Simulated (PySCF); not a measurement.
A structure optimised at B3LYP-D3(BJ)/def2-SVPD, used in a PySCF frequency run:

```xyz
6

F      0.0000     0.0000     1.6950
Si     0.0000     0.0000     0.0000
F     -1.6604     0.0000     0.0000
F      0.8302     1.4380     0.0000
F      0.8302    -1.4380     0.0000
F      0.0000     0.0000    -1.6950
```
Charge -1, spin multiplicity 1.

### Question
Write its SMILES, formula and point group.

### Answer
F[Si-](F)(F)(F)F, F₅Si, D3h

### Question
What are its rotational constants (standard atomic weights)?

### Answer
3.2161, 2.6919, 2.6919 GHz
